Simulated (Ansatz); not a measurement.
Wavefunction ladder for CH₈O₂Si₂, SMILES `CO[SiH2][SiH2]O`

```
atom   x (Å)   y (Å)   z (Å)
  C1  -0.332  -0.469  -2.019
  O2  -1.182  -0.809  -0.945
 Si3  -1.280   0.102   0.423
 Si4   0.735   0.120   1.630
  O5   1.901   0.714   0.610
  H6   0.713  -0.394  -1.700
  H7  -0.627   0.486  -2.471
  H8  -0.414  -1.251  -2.776
  H9  -2.352  -0.506   1.253
 H10  -1.661   1.508   0.089
 H11   1.102  -1.247   2.105
 H12   0.601   0.972   2.852
 H13   2.796   0.773   0.949
```

The species carries charge 0 and has multiplicity 1. All single points use the PBE0-D4/def2-TZVP geometry. It is one conformer, not always the lowest. Frozen core, restricted reference, Ansatz 0.2.0. CBS rows extrapolate triple and quadruple zeta; past MP2 they add the triple-zeta difference.

```csv
basis,HF (Eh),MP2 corr.,CCSD corr.,(T),CCSD(T) total
def2-TZVPP,?,-0.89940,-0.95165,?,?
def2-QZVPP,?,?,–,–,–
CBS(def2),-770.32725,-1.02014,-1.07239,as TZ,-771.43312
```

Task: Fill in the withheld values. (Estimate.)

Result: Ansatz gave: def2-TZVPP HF (Eh): -770.29550; def2-TZVPP (T): -0.03348; def2-TZVPP CCSD(T) total: -771.28063; def2-QZVPP HF (Eh): -770.32341; def2-QZVPP MP2 corr.: -0.96876.
